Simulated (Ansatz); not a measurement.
**A basis-limit estimate, worked out**

An elementary step of SiH$_{4}$O$_{3}$, closed shell (SiH₂O₂ ([OH][Si][OH]) + H₂O → SiH₂O₂ ([OH][Si][OH]) + H₂O; bonds formed: Si1–O5, O2–H3; bonds broken: Si1–O2, H3–O5). “Start” is the structure reached by relaxing down from the saddle towards the reactants; PBE0-D4/def2-TZVP structures. The saddle:

```csv
atom,x (Å),y (Å),z (Å)
Si1,-0.6247,-0.3548,0.9238
O2,0.2356,-1.0716,-0.6196
H3,-0.2490,-0.0464,-0.9982
O4,0.7400,0.3464,1.5622
O5,-0.9318,0.8453,-0.4975
H6,-0.1641,-1.8666,-0.9840
H7,1.5263,0.4319,1.0156
H8,-0.5323,1.7157,-0.4023
```

Program: Ansatz 0.2.0. Basis: def2-TZVPP and def2-QZVPP. Cores are frozen in the correlated methods.

Energies in eV:

| quantity | saddle | start |
| --- | --- | --- |
| Hartree–Fock, triple zeta (X = 3) | -14041.06766 | -14042.08627 |
| Hartree–Fock, quadruple zeta (X = 4) | -14041.60998 | -14042.63616 |
| MP2 correlation, X = 3 | -23.62398 | -23.19730 |
| MP2 correlation, X = 4 | -25.52729 | -25.10118 |
| CCSD(T) correlation, X = 3 | -24.88319 | -24.51247 |

Work out the barrier at the basis limit: extrapolate Hartree–Fock as E(X) = E∞ + A exp(−7.88 √X) and the MP2 correlation as E(X) = E∞ + B X^−2.97 (the exponents that Neese and Valeev fitted for def2-TZVPP and QZVPP), then add CCSD(T) − MP2 in triple zeta.

Each step is linear, so take the differences first (saddle − start): Hartree–Fock 1.01861 (X = 3) and 1.02618 (X = 4); MP2 correlation -0.42668 and -0.42611; CCSD(T) correlation -0.37072.
Two points give E∞ = E(4) + w [E(4) − E(3)], with w = 1/(exp(7.88 (2 − √3)) − 1) = 0.1377 for Hartree–Fock and w = 1/((4/3)^2.97 − 1) = 0.7407 for the correlation.
Hartree–Fock: 1.02618 + 0.1377 × 0.00757 = 1.0272 eV.
MP2 correlation: -0.42611 + 0.7407 × 0.00057 = -0.4257 eV.
CCSD(T) − MP2: -0.37072 − (-0.42668) = 0.0560 eV.
Sum: 1.0272 + (-0.4257) + 0.0560 = 0.6575 eV, or 15.16 kcal/mol. Plain CCSD(T) in triple zeta gives 0.6479 eV, so the larger basis shifts the result by 0.0096 eV.

No T1 diagnostic of these runs exceeds 0.014.

Labels in which every atom is bracketed show which atoms are joined, not bond orders.

For scale, one of the runs: CCSD(T)/def2-TZVPP, 191 basis functions, launched by `ansatz run in.yaml --threads 2 --pin off --events-out ev --progress --plain --max-ram 4352MiB`. Hardware: 2 CPU threads of an Arm Neoverse V1, shared host. Wall time 73 s; peak host memory 2.2 GiB.
